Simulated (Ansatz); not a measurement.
Ansatz (a quantum-chemistry and plane-wave program) input (B97M-V/def2-TZVPD):

Ansatz 0.2 input:
```yaml
crystal:
  periodic: [false, false, false]
  atoms:
    - {symbol: C, position_ang: [1.33692897, -0.65545612, -0.46726151]}
    - {symbol: B, position_ang: [0.12422117, -0.00877664, -0.00967474]}
    - {symbol: C, position_ang: [-1.38545110, -0.49669142, -0.27697074]}
    - {symbol: F, position_ang: [0.14707741, 1.18294445, 0.76099884]}
    - {symbol: H, position_ang: [2.33889445, -0.28092895, -0.25703982]}
    - {symbol: H, position_ang: [1.32191013, -1.56999151, -1.05876306]}
    - {symbol: H, position_ang: [-1.41889024, -1.41570384, -0.87077810]}
    - {symbol: H, position_ang: [-1.92411454, -0.68829244, 0.66217595]}
    - {symbol: H, position_ang: [-1.97146959, 0.26518516, -0.81081732]}
basis:
  gaussian:
    orbitals: def2-TZVPD
hamiltonian:
  xc: {name: B97M-V}
total_charge: -1
output: {forces: true}
```

Output:

```
Functional definition: B97M-V
integrals: 0.09 GiB planned
965 factors; their error is unknown
0.37 GiB of the device are held for the grids
0.97 GiB of device memory are held for the factors and their scratch space
mean field: 0.90 GiB planned
mean field evaluation 1: about -5542.7366 eV, gradient 6.3e1 eV
mean field evaluation 2: about -5503.4072 eV, gradient 1.1e2 eV
mean field evaluation 4: about -5552.2221 eV, gradient 7.9e0 eV
mean field evaluation 8: about -5552.4030 eV, gradient 3.0e-1 eV
mean field evaluation 16: about -5552.3766 eV, gradient 4.8e-3 eV
mean field -5552.37656960 eV, -204.0460753967 hartree, gradient 2.6e-5 eV, S^2 0.000000; 0 other end points of the search recorded, 0 dependent functions left out
the calculation of the forces begins
reference -5552.37664525 eV, -204.0460781769 hartree; 16, 16 occupied and 180, 180 virtual orbitals, 965 factors
Total energy: -5552.37664525 eV, -204.0460781769 hartree
Atom 0 at     1.336929    -0.655456    -0.467262 Å, force     0.046506     0.005747     0.002225 eV/Å
Atom 1 at     0.124221    -0.008777    -0.009675 Å, force    -0.203013     0.141103     0.097863 eV/Å
Atom 2 at    -1.385451    -0.496691    -0.276971 Å, force     0.115946     0.052255     0.030097 eV/Å
Atom 3 at     0.147077     1.182944     0.760999 Å, force    -0.007887    -0.267183    -0.172696 eV/Å
Atom 4 at     2.338894    -0.280929    -0.257040 Å, force    -0.063418    -0.049883    -0.030251 eV/Å
Atom 5 at     1.321910    -1.569992    -1.058763 Å, force     0.020004     0.078817     0.050376 eV/Å
Atom 6 at    -1.418890    -1.415704    -0.870778 Å, force    -0.007983     0.106214     0.069010 eV/Å
Atom 7 at    -1.924115    -0.688292     0.662176 Å, force     0.047041     0.024472    -0.112925 eV/Å
Atom 8 at    -1.971470     0.265185    -0.810817 Å, force     0.052803    -0.091542     0.066300 eV/Å
Dipole moment:    -0.535849     0.107457     0.086785 e Å
```

It need not be the lowest isomer of its formula. Whether it binds its extra electron was not tested at this geometry.
